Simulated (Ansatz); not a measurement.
## Two structures, one formula

The two ends of one reaction step of Si$_{2}$NH$_{9}$O, singlet (PBE0-D4/def2-TZVP).

A:

```
13
angstrom
Si -1.2915 -0.0438 0.3207
N 1.6006 -0.4496 0.7509
H -2.7473 0.2536 0.1257
H -1.2212 -1.4066 0.9166
Si -0.1432 0.0334 -1.7125
H 2.4540 -0.2070 0.2639
O -0.7289 1.1014 1.3973
H 1.7528 -1.3302 1.2258
H 1.4217 0.2624 1.4493
H -1.0705 0.3242 -2.8487
H 0.5126 -1.2685 -2.0059
H 0.8790 1.1147 -1.7016
H -1.4182 1.6161 1.8185
```

B:

```
13
angstrom
Si -0.7462 -1.0191 0.2573
N 0.5685 -0.7551 1.3820
H -1.9689 -0.5186 0.9431
H -0.9795 -2.4640 -0.0461
Si -0.3479 0.1382 -1.7452
H 0.8872 1.1418 1.0472
O 1.0520 1.9364 0.5083
H 1.4853 -1.0544 1.0776
H 0.4198 -1.0703 2.3307
H -1.0408 -0.6197 -2.8282
H 1.1045 0.1577 -2.0562
H -0.9004 1.5140 -1.7236
H 0.4661 2.6130 0.8530
```

Computed with Ansatz 0.2.0 (basis: def2-TZVPP); correlated methods freeze the cores. B3LYP uses VWN-RPA correlation.

(1) Which structure is lower at CCSD(T), and by how much? (To be estimated.)

No T1 diagnostic of these runs exceeds 0.012.

Answers

(1) The calculation gives: A, by 8.23 kcal/mol (electronic energy, against the other). By their contacts, A is a complex of Si₂H₆O ([OH][SiH2][SiH3]) + NH₃ and B is a complex of Si₂NH₇ ([NH2][SiH2][SiH3]) + H₂O.

All methods give the same order:

| method | E(B) − E(A) (kcal/mol) |
| --- | --- |
| SPW92 | 6.59 |
| PBE-D4 | 7.05 |
| BLYP-D4 | 8.06 |
| r2SCAN-D4 | 8.40 |
| B97M-V | 9.63 |
| PBE0-D4 | 7.46 |
| B3LYP-D4 | 8.31 |
| r2SCAN0-D4 | 8.45 |
| BHLYP-D4 | 9.10 |
| CAM-B3LYP-D4 | 8.47 |
| wB97X-V | 8.48 |
| wB97M-V | 8.76 |
| B2PLYP | 8.33 |
| PBE-QIDH | 7.98 |
| RPA on PBE | 8.37 |
| HF | 10.06 |
| MP2 | 8.18 |
| CCSD | 8.50 |
| CCSD(T) | 8.23 |

Labels in which every atom is bracketed show which atoms are joined, not bond orders.

For scale, one of the runs: CCSD(T)/def2-TZVPP, 272 basis functions, launched by `ansatz run in.yaml --threads 8 --pin off --events-out ev --progress --plain --max-ram 19148MiB`. Hardware: 8 CPU threads of an Intel Xeon 6975P-C, shared host. Wall time 23 s; peak host memory 7.5 GiB.
